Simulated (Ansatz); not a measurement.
Start from `C[SiH](S)CS` and change one atom or group to get `C[SiH](S)S`.

Ansatz, PBE0-D4/def2-TZVP geometries, multiplicity 1. Each molecule was computed in one conformer, which needn't be the lowest.

| property | `C[SiH](S)CS` |
| --- | --- |
| LUMO energy (PBE0/def2-TZVPP) / eV | 0.18 |
| LUMO energy (B3LYP/def2-TZVPP) / eV | -0.10 |
| HOMO energy (B3LYP/def2-TZVPP) / eV | -6.56 |
| size of the dipole moment (PBE/def2-TZVPP) / D | 0.54 |
| size of the dipole moment (ωB97M-V/def2-TZVPP) / D | 0.50 |
| HOMO energy (PBE0/def2-TZVPP) / eV | -6.79 |

(1) What does the change do to each property? (Estimate.)

## Answers

(1) The calculation gave: 
```
                                          property  `C[SiH](S)S`  shift
                LUMO energy (PBE0/def2-TZVPP) / eV          0.05  -0.13
               LUMO energy (B3LYP/def2-TZVPP) / eV         -0.20  -0.10
               HOMO energy (B3LYP/def2-TZVPP) / eV         -7.04  -0.48
    size of the dipole moment (PBE/def2-TZVPP) / D          0.84   0.30
size of the dipole moment (ωB97M-V/def2-TZVPP) / D          0.83   0.33
                HOMO energy (PBE0/def2-TZVPP) / eV         -7.28  -0.49
```

With PBE0 the HOMO falls by 0.49 eV and the LUMO falls by 0.13 eV, so the gap widens by about 0.36 eV. PBE moves the HOMO by -0.50 eV and ωB97M-V by -0.46 eV. Dipoles are sizes alone; their direction can turn.

B3LYP here is the variant with VWN-RPA as its local correlation; programs differ in this.
